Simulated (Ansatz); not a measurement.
In₉As₁₀H₂₈⁺, a nanocrystal cut from zinc blende InAs (hydrogen-capped), relaxed as a singlet with RKS PBE-D4/def2-SVP in Ansatz, starting from a model built from a lattice or polyhedron. Force threshold 0.03 eV/Å.

In the def2 sets In takes a core potential; there is no spin–orbit coupling. Single mean-field runs in def2-SVP are fitted with def2-universal-jkfit.

Start:

```
atom   x (Å)   y (Å)   z (Å)
 As1   3.307  -2.793  -1.363
 As2  -0.499  -4.528  -0.419
 As3   4.418   1.001   0.271
 As4   0.604  -0.697   1.221
 As5   1.723   3.099   2.842
 As6   0.843   2.747  -1.337
 As7  -2.092   1.386   3.792
 As8  -0.279  -1.081  -2.963
 As9  -2.929   1.000  -0.377
As10  -3.205  -2.418   2.159
In11   4.611  -0.518  -1.821
In12   0.770  -2.243  -0.879
In13  -2.997  -3.976   0.076
In14   1.048   1.182  -3.429
In15   1.910   1.544   0.756
In16  -1.913  -0.169   1.686
In17  -0.829   3.636   3.322
In18  -1.681   3.252  -0.867
In19  -2.784  -0.526  -2.467
 H20   3.445  -3.693  -2.569
 H21   3.934  -3.484  -0.168
 H22   0.125  -5.213   0.782
 H23  -0.384  -5.407  -1.659
 H24   5.020   0.317   1.465
 H25   5.164   2.294  -0.001
 H26   1.230  -1.374   2.405
 H27   2.324   2.410   4.067
 H28   2.486   4.418   2.575
 H29   1.582   4.046  -1.616
 H30  -1.499   0.697   4.999
 H31  -3.571   1.711   4.064
 H32  -0.146  -1.976  -4.217
 H33  -4.421   1.335  -0.131
 H34  -2.594  -3.100   3.381
 H35  -4.682  -2.114   2.445
 H36   6.302  -0.889  -2.155
 H37   3.906   0.268  -3.214
 H38  -3.877  -5.462   0.382
 H39  -3.712  -3.180  -1.329
 H40   2.709   0.832  -3.731
 H41   0.357   2.003  -4.830
 H42  -1.537   4.427   1.911
 H43  -0.928   4.655   4.700
 H44  -1.800   4.297   0.545
 H45  -2.379   4.054  -2.241
 H46  -3.622  -2.031  -2.188
 H47  -3.461   0.264  -3.873
```

| step | energy (eV) | largest force component (eV/Å) | SCF passes |
| --- | --- | --- | --- |
| 1 | -655267.8319 | 2.107 | 20 |
| 2 | -655270.0393 | 0.745 | 23 |
| 3 | -655271.2634 | 0.489 | 20 |
| 4 | -655271.7434 | 0.134 | 19 |
| 5 | -655271.8922 | 0.161 | 18 |
| 6 | -655271.9991 | 0.105 | 19 |
| 7 | -655272.0731 | 0.071 | 19 |
| 8 | -655272.1366 | 0.046 | 19 |
| 9 | -655272.1927 | 0.084 | 19 |
| 10 | -655272.2362 | 0.086 | 19 |
| 11 | -655272.2542 | 0.100 | 19 |
| 12 | -655272.2940 | 0.102 | 20 |
| 13 | -655272.3398 | 0.167 | 19 |
| 14 | -655272.3517 | 0.105 | 19 |
| 15 | -655272.3634 | 0.084 | 20 |
| 16 | -655272.3797 | 0.053 | 19 |
| 17 | -655272.3846 | 0.273 | 19 |
| 18 | -655272.3913 | 0.155 | 20 |
| 19 | -655272.3981 | 0.011 | 19 |
| 20 | -655272.4047 | 0.101 | 19 |
| 21 | -655272.4076 | 0.117 | 19 |
| 22 | -655272.4102 | 0.092 | 18 |
| 23 | -655272.4124 | 0.055 | 19 |
| 24 | -655272.4128 | 0.038 | 18 |
| 25 | -655272.4151 | 0.029 | 20 |

Force components are those of the run's own axes.

End:

```
atom    x (Å)    y (Å)    z (Å)
 As1   3.2243  -2.5384  -1.6915
 As2  -0.7003  -4.3316  -0.6787
 As3   4.2989   1.1170  -0.0565
 As4   0.4315  -0.4882   0.8465
 As5   1.4771   3.3045   2.5716
 As6   0.5520   2.8241  -1.7325
 As7  -2.1909   1.6195   3.5085
 As8  -0.5000  -0.7157  -3.2485
 As9  -3.0048   1.2413  -0.8361
As10  -3.3378  -2.3093   1.7955
In11   5.5271  -1.0344  -1.3132
In12   0.6042  -2.0644  -1.3040
In13  -3.0106  -4.8684   0.7657
In14   1.4079   1.1837  -3.7504
In15   1.7297   1.7953   0.3588
In16  -2.1406   0.0532   1.3228
In17  -0.5598   3.6744   4.4225
In18  -1.8134   3.7004  -0.6660
In19  -3.1592  -0.8435  -2.6036
 H20   3.2398  -3.0376  -3.1362
 H21   3.4451  -3.9091  -1.0466
 H22   0.4044  -5.2612  -0.1738
 H23  -0.8534  -4.9953  -2.0464
 H24   4.9498   1.2972   1.3159
 H25   4.8692   2.3942  -0.6718
 H26   1.0509  -1.1917   2.0535
 H27   2.7767   3.0549   3.3393
 H28   1.8652   4.6861   2.0468
 H29   1.4375   4.0717  -1.8215
 H30  -2.4186   0.6437   4.6634
 H31  -3.6196   2.1585   3.4715
 H32  -0.2947  -1.7863  -4.3256
 H33  -4.4389   1.4550  -0.3399
 H34  -3.3616  -2.4143   3.3215
 H35  -4.8134  -1.9453   1.6380
 H36   6.3218  -1.8470  -0.0125
 H37   5.9035  -0.4414  -2.8825
 H38  -2.4289  -5.7685   2.1205
 H39  -4.2340  -4.9967  -0.4364
 H40   2.8586   0.4569  -3.0720
 H41   1.1359   1.9270  -5.2842
 H42  -1.3533   5.1049   3.8908
 H43   0.1070   3.0305   5.8800
 H44  -1.4379   3.8364   1.0455
 H45  -2.5827   4.8117  -1.7391
 H46  -3.2345  -2.2447  -1.5452
 H47  -4.1290  -0.4091  -3.9635
```

By distances, no bond broke or formed. The bond that changes most is As3–In11, from 2.59 to 2.78 Å (atoms count from 1).

The force fell under the threshold at step 19, but the optimiser went on and released 0.017 eV more. No frequencies were taken in this run, so the end may be a saddle point.

Hardware: 11 threads of AMD EPYC 7R13 on a shared host and a whole NVIDIA H100 80GB HBM3. Wall time 79 s.
